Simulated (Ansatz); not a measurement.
The cluster B₉. Charge 0, multiplicity 2. Geometry PBE-D4/def2-SVP, basis def2-TZVP, Ansatz.

Cartesian coordinates in Å:
```
B 1.018 -0.528 -0.536
B -1.390 0.207 -0.519
B -0.986 -0.360 1.453
B -0.037 0.856 -1.144
B -0.324 -1.206 0.002
B -1.945 -0.959 0.389
B 1.547 0.926 -1.215
B 0.529 0.131 1.235
B 1.588 0.933 0.335
```

```tsv
run	HOMO (eV)	LUMO (eV)
A	-6.24	-3.98
B	-5.66	-4.56
C	-5.96	-4.26
D	-5.45	-4.83
```

Another isomer (doublet) lies 0.63 eV lower at PBE0-D4/def2-TZVP; other spin states weren't run for this one.

HOMO and LUMO are taken over both spins.

Task: The runs used PBE, PBE0, r2SCAN, r2SCANh. Estimate which is which.

Result: A PBE0 (25 % exact exchange); B r2SCAN (0 % exact exchange); C r2SCANh (10 % exact exchange); D PBE (0 % exact exchange). Exact exchange lowers occupied and raises empty levels; among semilocal functionals meta-GGAs tend to open the gap a little, and such runs are hard to tell apart. The gap grows from 0.62 eV (PBE) to 2.26 eV (PBE0). At r2SCAN-D4/def2-TZVP, r2SCANh-D4/def2-TZVP the charge 0 doublet is spin-contaminated (final ⟨S²⟩ up to 0.94, 0.75 for a pure state).
